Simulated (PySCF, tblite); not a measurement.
Isomers of [C5H7FO]+ (charge +1 and doublet state), one GFN2-xTB conformer each. Single-point energies are computed at B3LYP/pcH-1 (PySCF, gas phase, no added dispersion term), electronic only. GFN2-xTB treats the open shell by occupation alone, and not every SCF solution was tested for stability.

**Question.** Rank them by B3LYP/pcH-1 energy, lowest first (kJ/mol).
A. `[CH2+:1][CH:2][C:3](=[O:4])[CH2:5][CH2:6][F:7]` (charge +1 and doublet state) with H–C1–C2–C3 -174° and 3°, C1–C2–C3–O4 154°, C2–C3–C5–C6 102°, C3–C5–C6–F7 -73°
B. `[F:1][C@@H:2]1[CH+:3][CH:4][O:5][CH2:6][CH2:7]1` (charge +1 and doublet state) with F1–C2–C3–C4 -155°, C2–C3–C4–O5 3°, C3–C4–O5–C6 -1°, C4–O5–C6–C7 26°

**Answer.** B (0.0), A (89.6).

GFN2-xTB itself gives, in the same order: 0.0, 125.4. Both levels put the same isomer lowest.

**Question.** What happens when harmonic zero-point energies from GFN2-xTB frequencies are added?

**Answer.** 
```csv
SMILES,ZPE (kJ/mol),electronic (kJ/mol),with ZPE (kJ/mol)
F[C@@H]1[CH+][CH]OCC1,283.5,0.0,0.0
[CH2+][CH]C(=O)CCF,272.5,89.6,78.6
```

The zero-point energies span 11.0 kJ/mol. The order is unchanged.
